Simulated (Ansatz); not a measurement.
Molecule: GeOF₂, charge 0, multiplicity 1. SMILES: [O]=[Ge]([F])[F]
Geometry: optimised at B3LYP-D3(BJ)/def2-TZVP (Ansatz, a quantum-chemistry and plane-wave program).

Quantity: size of the dipole moment, in D. Terms: dispersion terms only where a functional's name holds one; spin-orbit terms left out; six Cartesian d functions in 6-31G* and its kin unless marked 5d; non-relativistic; LANL2DZ with its own core potentials from Na on. First-principles rows: single points at B3LYP-D3(BJ) geometries (Ansatz).

```tsv
level	program	size of the dipole moment (D)
PBE/STO-3G	Ansatz	1.26
PBE/3-21G	Ansatz	1.03
PBE/LANL2DZ	Ansatz	0.92
PBE/6-31G*	Ansatz	1.34
PBE/def2-SVP	Ansatz	1.21
PBE/6-31G* with LANL2DZ past Ar	Ansatz	1.34
```

No value to compare with is used here. The 6 habitual levels span 0.92 (PBE/LANL2DZ) to 1.34 D (PBE/6-31G* with LANL2DZ past Ar).

The sets are all those run for this method; left out are runs that failed, that the program found above a lower state of the same kind, or whose <S^2> lies over 0.5 above the pure value.
